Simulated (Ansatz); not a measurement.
C$_{3}$H$_{9}$MgN (`[CH3][Mg][N](C)C`). The species carries charge 0 and has multiplicity 1.

Cartesian coordinates in Å:
```
C 2.741 -0.089 -1.633
Mg 0.956 -0.030 -0.571
N -0.679 0.023 0.404
C -1.103 1.116 1.235
C -1.662 -1.026 0.411
H 2.631 0.335 -2.636
H 3.105 -1.114 -1.753
H 3.530 0.476 -1.127
H -1.254 0.814 2.286
H -0.365 1.928 1.242
H -2.058 1.557 0.899
H -1.840 -1.431 1.424
H -1.357 -1.870 -0.218
H -2.644 -0.687 0.036
```

What are the harmonic wavenumbers in cm⁻¹ at PBE0-D4/def2-TZVP (Ansatz, finite differences of forces, unscaled)? (Best estimate.)

Ansatz gave: 8, 62, 95, 171, 175, 258, 291, 314, 474, 569, 570, 661, 1011, 1092, 1110, 1148, 1157, 1217, 1281, 1438, 1442, 1443, 1459, 1463, 1465, 1500, 1515, 2926, 2934, 2946, 2960, 3031, 3050, 3052, 3112, 3114.
